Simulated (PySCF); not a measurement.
**Ionisation energy of Bi⁺ by level of theory**

Bi⁺ [Xe] 4f14 5d10 6s2 6p2 (3P) → Bi²⁺ [Xe] 4f14 5d10 6s2 6p1 (2P), as a difference of total energies. Computed with PySCF 2.14 in x2c-QZVPPall (16s10p9d6f1g, 142 functions), with the spin-free X2C one-electron Hamiltonian (Gaussian nucleus). The calculations carry no spin-orbit coupling.

| method | ionisation energy (eV) |
| --- | --- |
| UHF | 15.328 |
| BHandHLYP | 15.755 |
| BP86 | 15.912 |

Spin-orbit coupling is strong in these open shells (close to jj coupling). The scalar numbers leave it out and a first-order estimate fails, so it can dominate the gap to the real levels.

For comparison: 16.703 eV (measured; NIST Atomic Spectra Database, ionization energies).
